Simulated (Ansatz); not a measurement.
`C[O][GeH]([F])[Cl]` + `[CH3][SnH2][F]` → `C[O][GeH]([F])[F]` + `[CH3][SnH2][Cl]`  (redistribution)

Calculated with Ansatz (gas phase, PBE0-D4/def2-TZVP geometries, no zero-point term in ΔE). CCSD(T)/CBS is the MP2 limit (def2-TZVPP, def2-QZVPP) plus CCSD(T) − MP2 in def2-TZVPP, frozen cores. Functionals use def2-TZVPP. B3LYP here is the variant with VWN-RPA as its local correlation; programs differ in this. HSE06 is defined as in plane-wave codes. Elements past krypton have def2 core potentials. For Ge, Sn outer-core shells are correlated without core-valence functions, which leaves a few kJ/mol of doubt a bond. Scalar relativity is left out up to krypton. Each species was taken in one conformer, which may not be the lowest.

| level | ΔE (kJ/mol) | difference from CCSD(T)/CBS |
| --- | --- | --- |
| LDA (SPW92) | -34.1 | 4.1 |
| PBE-D4 | -31.0 | 7.2 |
| revPBE-D4 | -29.7 | 8.5 |
| BLYP-D4 | -31.0 | 7.2 |
| PBE0-D4 | -35.9 | 2.3 |
| r2SCAN0-D4 | -38.8 | -0.6 |
| HSE06-D4 | -36.1 | 2.1 |
| BHLYP-D4 | -40.6 | -2.4 |
| CAM-B3LYP-D4 | -37.1 | 1.1 |
| ωB97X-V | -37.0 | 1.2 |
| ωB97M-V | -37.3 | 0.9 |
| B2PLYP | -38.1 | 0.1 |
| PBE-QIDH | -40.6 | -2.4 |
| PBE | -31.3 | 6.9 |
| revPBE | -31.0 | 7.2 |
| BLYP | -32.0 | 6.2 |
| r2SCAN | -35.3 | 2.9 |
| PBE0 | -36.3 | 1.9 |
| B3LYP | -35.9 | 2.3 |
| r2SCANh | -36.8 | 1.4 |
| r2SCAN0 | -39.0 | -0.8 |
| HSE06 | -36.4 | 1.8 |
| BHLYP | -40.7 | -2.5 |
| CAM-B3LYP | -37.4 | 0.8 |
| LC-ωPBE | -36.1 | 2.1 |
| RPA@PBE/def2-TZVPP | -38.1 | 0.1 |
| HF/def2-SVP | -53.0 | -14.8 |
| MP2/def2-SVP | -44.7 | -6.5 |
| CCSD/def2-SVP | -45.5 | -7.3 |
| CCSD(T)/def2-SVP | -44.8 | -6.6 |
| HF/def2-TZVPP | -47.9 | -9.7 |
| MP2/def2-TZVPP | -42.2 | -4.0 |
| SCS-MP2/def2-TZVPP | -41.8 | -3.6 |
| CCSD/def2-TZVPP | -42.1 | -3.9 |
| CCSD(T)/def2-TZVPP | -40.6 | -2.4 |
| HF/def2-QZVPP | -47.7 | -9.5 |
| SCS-MP2/def2-QZVPP | -40.7 | -2.5 |
| HF/CBS(def2) | -47.6 | -9.4 |
| MP2/CBS(def2) | -39.7 | -1.5 |
| CCSD/CBS(def2) | -39.6 | -1.4 |
| CCSD(T)/CBS | -38.2 | 0 |

Largest T1 diagnostic among the species: 0.013.

From PBE to PBE0 (25 % exact exchange), in def2-TZVPP and without D4, ΔE moves by −4.9 kJ/mol. Leaving LDA and LC-ωPBE aside and taking each functional with its dispersion term where it has one, the values spread over 10.9 kJ/mol, from BHLYP-D4 to revPBE-D4.
